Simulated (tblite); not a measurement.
C₆H₁₁NO.
Cartesian coordinates in Å at the GFN2-xTB level; atoms count from 1:
```
atom  x, y, z in Å
C1     2.7009   -0.0667   -0.8308
O2     1.5581    0.7471   -0.8951
C3     0.5656    0.4522    0.0672
C4    -0.4328    1.5877    0.0322
N5    -1.6729    1.5124    0.1915
C6    -2.3211    0.2515    0.4238
C7    -1.3857   -0.9142    0.7524
C8    -0.1685   -0.8743   -0.1669
H9     3.4218    0.3694   -1.5199
H10    3.1250   -0.0767    0.1813
H11    2.4902   -1.0974   -1.1372
H12    1.0284    0.4375    1.0739
H13   -0.0105    2.5643   -0.1719
H14   -3.0454    0.4112    1.2284
H15   -2.8937    0.0381   -0.4858
H16   -1.9195   -1.8588    0.6395
H17   -1.0537   -0.8337    1.7905
H18   -0.4838   -0.9160   -1.2120
H19    0.4878   -1.7242    0.0316
```

Level: GFN2-xTB in tblite, geometry and Hessian alike; calculated harmonic values, unscaled, isolated species. Errors from tens to a few hundred cm⁻¹ against measured bands are possible. One conformer, not necessarily the lowest.

Harmonic wavenumbers (cm⁻¹): 73.2, 98.2, 200.3, 221.0, 253.6, 355.8, 369.5, 453.3, 480.6, 558.7, 698.8, 814.9, 841.4, 926.9, 928.1, 953.0, 985.6, 1024.6, 1064.2, 1104.2, 1111.8, 1116.9, 1133.4, 1144.8, 1165.3, 1192.0, 1222.8, 1272.1, 1282.4, 1295.6, 1318.9, 1335.2, 1338.9, 1406.5, 1456.7, 1471.2, 1483.1, 1490.2, 1492.6, 1759.6, 2769.4, 2898.8, 2925.7, 2926.0, 2956.2, 2966.9, 2972.9, 2987.0, 2990.9, 3024.6, 3041.0.

A = 4443, B = 1436, C = 1154 MHz; mass 113.084 u (most abundant isotopes); point group C1, symmetry number 1.

**Question.** What is the zero-point energy?

**Answer.** Half the sum of the wavenumbers: 35678 cm⁻¹ = 102.01 kcal/mol.

**Question.** Entropy at 400 K, 1 bar (ideal gas, RRHO, classical rotation)?

**Answer.** Translation 41.57, rotation 29.05, vibration 28.04: S = 98.7 cal/(mol K).

**Question.** And Cp and H(400 K) − H(0)?

**Answer.** Cp = 42.29 cal/(mol K), of which vibrations give 34.34 (their classical limit is 51 R = 101.3); H(400 K) − H(0) = 9.44 kcal/mol without the zero-point energy, 6.26 from vibrations.

**Question.** Blend soft modes into free rotors: weight 1/[1 + (100 cm⁻¹/ν̃)⁴] for the oscillator and the rest for a rotor with moment μB/(μ + B), μ = h/(8π²ν), B = 10⁻⁴⁴ kg m². What vibrational entropy results?

**Answer.** 26.64 cal/(mol K) in place of 28.04, which changes −T·S at 400 K by +0.56 kcal/mol.

**Question.** What must be added to the electronic energy to get the Gibbs energy at 400 K and 1 bar?

**Answer.** ZPE + [H(400 K) − H(0)] − T·S = 102.01 + 9.44 − 39.46 = 71.99 kcal/mol.

**Question.** Which modes carry the vibrational entropy at 400 K?

**Answer.** 73.2 cm⁻¹: 4.64; 98.2 cm⁻¹: 4.07; 200.3 cm⁻¹: 2.68; 221.0 cm⁻¹: 2.49; 253.6 cm⁻¹: 2.24; 355.8 cm⁻¹: 1.63 cal/(mol K); the other 45 give 10.29 together.

**Question.** How do the functions run with temperature in this model?

**Answer.** 
| T (K) | S (cal/(mol K)) | Cp (cal/(mol K)) | H − H(0) (kcal/mol) | G − H(0) (kcal/mol) | ln q(vib) |
| --- | --- | --- | --- | --- | --- |
| 100 | 64.3 | 15.0 | 1.09 | -5.33 | 0.85 |
| 200 | 77.1 | 22.8 | 2.98 | -12.43 | 2.51 |
| 300 | 88.0 | 32.1 | 5.72 | -20.69 | 4.32 |
| 500 | 109.1 | 51.5 | 14.14 | -40.42 | 8.25 |
| 800 | 138.0 | 71.4 | 32.84 | -77.60 | 14.50 |
| 1000 | 154.9 | 79.9 | 48.01 | -106.92 | 18.61 |

q(vib) and H(0) count from the zero-point level.

Hindered rotation and anharmonicity are outside this model. Other conformers, if any are populated, would add a mixing term that is left out. The structure is chiral; the term R ln 2 for an equal mix with its mirror image is left out.
